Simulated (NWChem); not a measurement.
System: C5H8; SMILES C1=CCCC1

Input file for NWChem:

```
start job
memory heap 200 mb stack 900 mb global 1100 mb
geometry units angstroms noautoz
  C      1.067020     0.066785     0.668427
  C      1.067020     0.066785    -0.668427
  C     -0.319119    -0.110701    -1.225629
  C     -1.217911     0.136840     0.000000
  C     -0.319119    -0.110701     1.225629
  H      1.960370     0.137124     1.294711
  H      1.960370     0.137124    -1.294711
  H     -0.542294     0.571039    -2.062944
  H     -0.439244    -1.135052    -1.627445
  H     -1.542616     1.189680     0.000000
  H     -2.128593    -0.480118     0.000000
  H     -0.439244    -1.135052     1.627445
  H     -0.542294     0.571039     2.062944
end
basis spherical
  * library def2-svpd
end
dft
  xc b3lyp
  iterations 150
  mulliken
end
task dft energy
```

Parts of the log:

```
             Northwest Computational Chemistry Package (NWChem) 7.3.0
             --------------------------------------------------------

 CS  symmetry detected

                             Geometry "geometry" -> ""
                             -------------------------

 Output coordinates in angstroms (scale by  1.889725989 to convert to a.u.)

  No.       Tag          Charge          X              Y              Z
 ---- ---------------- ---------- -------------- -------------- --------------
    1 C                    6.0000     1.06887692     0.05078277    -0.66842700
    2 C                    6.0000     1.06887692     0.05078277     0.66842700
    3 C                    6.0000    -0.31917678    -0.11104904     1.22562900
    4 C                    6.0000    -1.21511798     0.14661927     0.00000000
    5 C                    6.0000    -0.31917678    -0.11104904    -1.22562900
    6 H                    1.0000     1.96296383     0.11103563    -1.29471100
    7 H                    1.0000     1.96296383     0.11103563     1.29471100
    8 H                    1.0000    -0.53464397     0.57316613     2.06294400
    9 H                    1.0000    -0.45085416    -1.13397917     1.62744500
   10 H                    1.0000    -1.52792077     1.20305660     0.00000000
   11 H                    1.0000    -2.13270450    -0.46002219     0.00000000
   12 H                    1.0000    -0.45085416    -1.13397917    -1.62744500
   13 H                    1.0000    -0.53464397     0.57316613    -2.06294400

 Effective nuclear repulsion energy (a.u.)     171.4153009721

      Symmetry information
      --------------------

 Group name             Cs
 Group number              2
 Group order               2
 No. of unique centers     8

                                 NWChem DFT Module
                                 -----------------

 Summary of "ao basis" -> "ao basis" (spherical)
 ------------------------------------------------------------------------------
       Tag                 Description            Shells   Functions and Types
 ---------------- ------------------------------  ------  ---------------------
 C                         def2-svpd                 8       20   4s2p2d
 H                         def2-svpd                 4        8   2s2p

      Symmetry analysis of basis
      --------------------------

        a'         90
        a"         74

            General Information
            -------------------
          SCF calculation type: DFT
          Wavefunction type:  closed shell.
          No. of atoms     :    13
          No. of electrons :    38
           Alpha electrons :    19
            Beta electrons :    19
          Charge           :     0
          Spin multiplicity:     1
          Use of symmetry is: on ; symmetry adaption is: on
          Maximum number of iterations: 150
          AO basis - number of functions:   164
                     number of shells:    72
          Convergence on energy requested:  1.00D-06
          Convergence on density requested:  1.00D-05
          Convergence on gradient requested:  5.00D-04

              XC Information
              --------------
                         B3LYP Method XC Potential
                     Hartree-Fock (Exact) Exchange  0.200
                        Slater Exchange Functional  0.800 local
                    Becke 1988 Exchange Functional  0.720 non-local
              Lee-Yang-Parr Correlation Functional  0.810
                  VWN I RPA Correlation Functional  0.190 local

             Grid Information
             ----------------
          Grid used for XC integration:  medium
          Radial quadrature: Mura-Knowles
          Angular quadrature: Lebedev.
          Tag              B.-S. Rad. Rad. Pts. Rad. Cut. Ang. Pts.
          ---              ---------- --------- --------- ---------
          C                   0.70       49          10.0       434
          H                   0.35       45          12.0       434
          Grid pruning is: on
          Number of quadrature shells:   372
          Spatial weights used:  Erf1

      Superposition of Atomic Density Guess
      -------------------------------------

 Sum of atomic energies:        -192.11951015

      Non-variational initial energy
      ------------------------------

 Total energy =    -195.889899
 1-e energy   =    -595.298286
 2-e energy   =     227.993086
 HOMO         =      -0.281605
 LUMO         =       0.013339

      Symmetry analysis of molecular orbitals - initial
      -------------------------------------------------

  Numbering of irreducible representations:

     1 a'          2 a"

  Orbital symmetries:

     1 a'          2 a"          3 a'          4 a"          5 a'
     6 a'          7 a'          8 a"          9 a'         10 a"
    11 a'         12 a'         13 a"         14 a'         15 a'
    16 a"         17 a"         18 a'         19 a'         20 a"
    21 a'         22 a"         23 a'         24 a'         25 a"
    26 a'         27 a'         28 a"         29 a'

     ---------------------------------------------
      Total Density - Mulliken Population Analysis
     ---------------------------------------------

    Atom       Charge   Shell Charges
 -----------   ------   -------------------------------------------------------
    1 C    6     6.01   1.99  1.00  0.06 -0.03  1.96  0.84  0.04  0.16
    2 C    6     6.01   1.99  1.00  0.06 -0.03  1.96  0.84  0.04  0.16
    3 C    6     5.95   1.99  0.98 -0.29  0.08  2.00  1.07  0.03  0.09
    4 C    6     6.28   1.99  0.98 -0.09  0.07  1.99  1.05  0.03  0.26
    5 C    6     5.95   1.99  0.98 -0.29  0.08  2.00  1.07  0.03  0.09
    6 H    1     1.22   0.68  0.43  0.02  0.08
    7 H    1     1.22   0.68  0.43  0.02  0.08
    8 H    1     0.88   0.69  0.12  0.02  0.05
    9 H    1     0.90   0.69  0.13  0.02  0.06
   10 H    1     0.86   0.70  0.11  0.02  0.03
   11 H    1     0.93   0.70  0.14  0.02  0.07
   12 H    1     0.90   0.69  0.13  0.02  0.06
   13 H    1     0.88   0.69  0.12  0.02  0.05

   convergence    iter        energy       DeltaE   RMS-Dens  Diis-err
 ---------------- ----- ----------------- --------- --------- ---------
 d= 0,ls=0.0,diis     1   -195.1508075711 -3.67D+02  1.65D-02  3.95D-01
 d= 0,ls=0.0,diis     2   -195.1952321940 -4.44D-02  3.48D-03  2.09D-02
 d= 0,ls=0.0,diis     3   -195.1959053949 -6.73D-04  1.34D-03  1.63D-02
 d= 0,ls=0.0,diis     4   -195.1979459957 -2.04D-03  1.88D-04  3.45D-04
 d= 0,ls=0.0,diis     5   -195.1979940987 -4.81D-05  2.96D-05  1.12D-05
  Resetting Diis
 d= 0,ls=0.0,diis     6   -195.1979951848 -1.09D-06  1.46D-05  3.00D-06
 d= 0,ls=0.0,diis     7   -195.1979955716 -3.87D-07  2.59D-06  1.16D-08

         Total DFT energy =     -195.197995571614
      One electron energy =     -600.476470774200
           Coulomb energy =      263.932349437647
    Exchange-Corr. energy =      -30.069175207196
 Nuclear repulsion energy =      171.415300972134

 Numeric. integr. density =       38.000003810924

                  Occupations of the irreducible representations
                  ----------------------------------------------

                     irrep           alpha         beta
                     --------     --------     --------
                     a'               12.0         12.0
                     a"                7.0          7.0

                       DFT Final Molecular Orbital Analysis
                       ------------------------------------

 Vector   17  Occ=2.000000D+00  E=-3.444190D-01  Symmetry=a"
              MO Center= -2.3D-01,  5.3D-02,  1.7D-13, r^2= 3.1D+00
   Bfn.  Coefficient  Atom+Function         Bfn.  Coefficient  Atom+Function
  ----- ------------  ---------------      ----- ------------  ---------------
     3      0.413080   1 C  s                23     -0.413080   2 C  s
    67     -0.368967   4 C  pz               45      0.232516   3 C  px
    85     -0.232516   5 C  px               47      0.205321   3 C  pz
    87      0.205321   5 C  pz               70     -0.165771   4 C  pz
   101      0.158414   6 H  s               109     -0.158414   7 H  s

 Vector   18  Occ=2.000000D+00  E=-3.429002D-01  Symmetry=a'
              MO Center= -8.5D-01,  4.7D-02, -1.4D-13, r^2= 2.9D+00
   Bfn.  Coefficient  Atom+Function         Bfn.  Coefficient  Atom+Function
  ----- ------------  ---------------      ----- ------------  ---------------
    66      0.322880   4 C  py              141     -0.291925  11 H  s
   133      0.280920  10 H  s               142     -0.205551  11 H  s
    43      0.167033   3 C  s                83      0.167033   5 C  s
    46     -0.159178   3 C  py               86     -0.159178   5 C  py
   125      0.158620   9 H  s               149      0.158620  12 H  s

 Vector   19  Occ=2.000000D+00  E=-2.437434D-01  Symmetry=a'
              MO Center=  6.9D-01, -8.9D-03,  2.3D-14, r^2= 2.7D+00
   Bfn.  Coefficient  Atom+Function         Bfn.  Coefficient  Atom+Function
  ----- ------------  ---------------      ----- ------------  ---------------
     6      0.370599   1 C  py               26      0.370599   2 C  py
     9      0.209969   1 C  py               29      0.209969   2 C  py
    63      0.192315   4 C  s                43     -0.190856   3 C  s
    83     -0.190856   5 C  s               125      0.166105   9 H  s
   149      0.166105  12 H  s               126      0.162517   9 H  s

[...]
```

Level: B3LYP/def2-SVPD. Geometry: optimised at PBE0/def2-SVP. B3LYP is NWChem's, with the RPA form of VWN correlation.
